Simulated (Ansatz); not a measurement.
Ansatz (an electronic-structure program) input:

Ansatz 0.2 input:
```yaml
crystal:
  periodic: [false, false, false]
  atoms:
    - {symbol: C, position_ang: [1.89428784, 0.15471199, -0.87438666]}
    - {symbol: C, position_ang: [1.17595150, 0.91917574, 0.02036565]}
    - {symbol: C, position_ang: [0.01910744, 0.55204153, 0.68973425]}
    - {symbol: C, position_ang: [-0.69551261, -0.75074187, 0.55317062]}
    - {symbol: C, position_ang: [-1.98704153, -0.62495429, -0.27073452]}
    - {symbol: H, position_ang: [2.78792719, 0.54354564, -1.34115268]}
    - {symbol: H, position_ang: [1.59751187, -0.84970255, -1.14313423]}
    - {symbol: H, position_ang: [1.55127151, 1.91821804, 0.22296279]}
    - {symbol: H, position_ang: [-0.43978595, 1.28722678, 1.34243776]}
    - {symbol: H, position_ang: [-0.95094912, -1.12604674, 1.54995801]}
    - {symbol: H, position_ang: [-0.04704815, -1.50076067, 0.09761285]}
    - {symbol: H, position_ang: [-2.66699847, 0.10308064, 0.17608268]}
    - {symbol: H, position_ang: [-1.76477763, -0.29407036, -1.28635128]}
    - {symbol: H, position_ang: [-2.50790692, -1.58288954, -0.32731182]}
basis:
  gaussian:
    orbitals: def2-TZVP
hamiltonian:
  xc: b3lyp
  dispersion: d3bj
magnetization: {spin_polarized: true, initial_magnetization: 1}
phonons: {temperatures: {t_min: 298.15, t_max: 298.15, t_step: 100}}
```

Question: What final total energy does it print?

Answer: -195.98766 Eh (B3LYP-D3(BJ)/def2-TZVP). The basis has 209 functions.

It need not be the lowest isomer of its formula.
